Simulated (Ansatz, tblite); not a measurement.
Removing an electron: the cluster BeF₃⁻. Total charge -1; singlet. Geometry: r2SCAN-D4/def2-TZVPD. Ansatz, gas phase; energy differences of separate SCF runs; the oxidised species was run as a doublet alone.

```xyz
4

Be    0.000    0.000    0.000
F     0.068    0.898   -1.170
F    -1.215   -0.803    0.245
F     1.147   -0.096    0.925
```

The xTB rows come from tblite. Correlated methods freeze 3 core orbitals. The structure comes from a short search, and lower isomers may exist.

Q: Estimate orbital energies and vertical ionisation energies at: GFN1-xTB; GFN2-xTB; HF/def2-TZVPPD; PBE-D4/def2-TZVPD; r2SCAN-D4/def2-TZVPD; PBE0-D4/def2-TZVPD; MP2/def2-TZVPPD; CCSD/def2-TZVPPD; CCSD(T)/def2-TZVPPD.

A: 
```
               level  −HOMO (eV)  vertical IE (eV)  −LUMO (eV)  HOMO–LUMO gap (eV)             remarks
            GFN1-xTB        6.11             10.33       -2.17                8.28                   –
            GFN2-xTB        6.29             10.41       -2.72                9.01                   –
      HF/def2-TZVPPD           –              6.36           –                   –                   –
   PBE-D4/def2-TZVPD        2.07              5.90       -3.87                5.94                   –
r2SCAN-D4/def2-TZVPD        2.48              6.17       -4.46                6.94                   –
  PBE0-D4/def2-TZVPD        4.07              6.66       -4.38                8.46                   –
     MP2/def2-TZVPPD           –              8.30           –                   –                   –
    CCSD/def2-TZVPPD           –              7.74           –                   –  large T1 (doublet)
 CCSD(T)/def2-TZVPPD           –              7.67           –                   –  large T1 (doublet)
```

 Raw xTB energy differences between charge states are shifted by several eV; the methods need an empirical correction for them.
